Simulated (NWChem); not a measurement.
**Atomisation of H₄Si₂**

```xyz
6

Si    -0.1101     1.0161     0.8444
H     -0.3787     1.8744    -0.4167
Si     0.1238    -0.8710    -0.6116
H      0.8411    -0.6341    -1.9186
H     -1.3326    -1.1512    -0.9448
H      0.6791    -2.1205     0.0213
```
Charge 0, spin multiplicity 1.

The numbers come from NWChem runs, not from measurements. The geometry was optimised at PBE/def2-SVP, a minimum by its harmonic frequencies.

Basis set: def2-TZVP. The atomisation energy is electronic alone: no zero-point, thermal, spin-orbit or counterpoise terms. No value is extrapolated to the basis-set limit. Free atoms are single determinants with multiplicities Si 3, H 2. Correlated methods freeze the same cores in atoms and molecule, 10 orbitals in all.

```json
[
 {"method": "BP86", "atomisation energy (kcal/mol)": "368.9", "relative cost": "under 3"},
 {"method": "HF", "atomisation energy (kcal/mol)": "270.5", "relative cost": "1"},
 {"method": "CCSD(T)", "atomisation energy (kcal/mol)": "348.7", "relative cost": "10"},
 {"method": "PBE", "atomisation energy (kcal/mol)": "357.1", "relative cost": "under 3"},
 {"method": "PBE0", "atomisation energy (kcal/mol)": "356.1", "relative cost": "under 3"},
 {"method": "MP2", "atomisation energy (kcal/mol)": "338.5", "relative cost": "under 3"},
 {"method": "B3LYP", "atomisation energy (kcal/mol)": "361.8", "relative cost": "under 3"},
 {"method": "LC-wPBE (omega 0.3 per bohr)", "atomisation energy (kcal/mol)": "354.8", "relative cost": "9"},
 {"method": "CAM-B3LYP", "atomisation energy (kcal/mol)": "362.7", "relative cost": "9"}
]
```

The values span 98.4 kcal/mol, from HF (lowest) to BP86 (highest). The cost column gives rough processor time relative to HF; each entry includes its own SCF. Costs are the molecule's.

B3LYP has NWChem's definition, with VWN1-RPA local correlation. GW and range-separated runs recompute their integrals, the others keep them in memory, which bears on the times. The structure started from a generated list of species. The stability of the SCF solutions was not checked. Open-shell Hartree-Fock references start from PBE0 orbitals; any time given for them includes that run. No row is a measurement; the coupled-cluster row has its own basis-set and correlation limits.
